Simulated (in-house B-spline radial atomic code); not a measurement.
## Response and correlation of P³⁺

Closed shell [Ne] 3s2. Computed with an all-electron radial atomic-structure program (B-spline basis): Dirac-Hartree-Fock, relativistic RPA (time-dependent Dirac-Hartree-Fock) for the response and second-order many-body perturbation theory for correlation, no-pair Dirac-Coulomb Hamiltonian, finite nucleus.

Command:
```bash
python run_mb.py task.json out
```
Settings (nuclear radius in fm, box in bohr, cutoff in hartree):
```
basis_form          2
Z                   15
core_configuration  [Ne] 3s2
rms_radius          3.1889
mass_number         31
speed_of_light      137.036
box_radius          14.844
lmax                7
intervals           65
virtual_cutoff      5625.0
```

Cost of the run: 1.9 s on 1 thread of Intel(R) Xeon(R) Platinum 8259CL CPU @ 2.50GHz, on a shared host.

```tsv
multipole (bohr³, bohr⁵, bohr⁷)	uncoupled	coupled RPA
dipole	5.6292	7.0822
quadrupole	10.188	13.414
octupole	39.392	?
```

(1) What is the coupled octupole polarisability?

(2) Which subshells carry the dipole polarisability?

(3) What does the dipole shielding factor come to?

Dipole polarisability at imaginary frequency:

| u (Eh) | α(iu) (bohr³) |
| --- | --- |
| 0 | 7.082 |
| 0.4 | 4.185 |
| 1.2 | 1.082 |
| 2.4 | 0.3834 |
| 4 | 0.1922 |
| 8 | 0.07921 |
| 16 | 0.02886 |
| 40 | 0.005953 |

(4) What dispersion coefficients follow for two such ions (the dispersion part alone)?

Lowest J = 1 odd-parity excitations:

```json
{"energy (eV)": "6.4261", "oscillator strength": "2.45e-05", "leading channel": "3s1/2 → p1/2", "weight": "0.673"}
{"energy (eV)": "12.779", "oscillator strength": "1.52", "leading channel": "3s1/2 → p3/2", "weight": "0.671"}
{"energy (eV)": "30.59", "oscillator strength": "6.12e-05", "leading channel": "3s1/2 → p1/2", "weight": "0.687"}
{"energy (eV)": "31.171", "oscillator strength": "0.0507", "leading channel": "3s1/2 → p3/2", "weight": "0.687"}
{"energy (eV)": "38.587", "oscillator strength": "3.87e-05", "leading channel": "3s1/2 → p1/2", "weight": "0.693"}
{"energy (eV)": "38.792", "oscillator strength": "0.0284", "leading channel": "3s1/2 → p3/2", "weight": "0.693"}
{"energy (eV)": "42.976", "oscillator strength": "3.49e-05", "leading channel": "3s1/2 → p1/2", "weight": "0.696"}
{"energy (eV)": "43.121", "oscillator strength": "0.023", "leading channel": "3s1/2 → p3/2", "weight": "0.696"}
```

For an outer ns² shell RPA puts the lowest triplet far too low, and second order misses the ns²-np² near-degeneracy.

Second-order correlation energy by the highest angular momentum of the excited pair (hartree): s -0.01931, p -0.175, d -0.1819, f -0.04905, g -0.0188, h -0.007256, i -0.003379, k -0.001766.

(5) What is the second-order correlation energy at the partial-wave limit?

## Answers

(1) 47.781 atomic units, +21 % against the uncoupled value.

(2) 3s1/2 100.6 %, 2p3/2 -0.4 %, 2p1/2 -0.2 %.

(3) The dipole shielding factor is 0.800, against the exact N/Z = 12/15 = 0.800 of the non-relativistic theorem.

(4) C6 = (3/π)∫α(iu)²du = 18.5 hartree·bohr⁶ and C8 = 231.1 hartree·bohr⁸.

(5) The listed waves sum to -0.45648 hartree; extrapolating the increments as (l + 1/2)⁻⁴ gives -0.46009 hartree, -1.04 eV per electron.
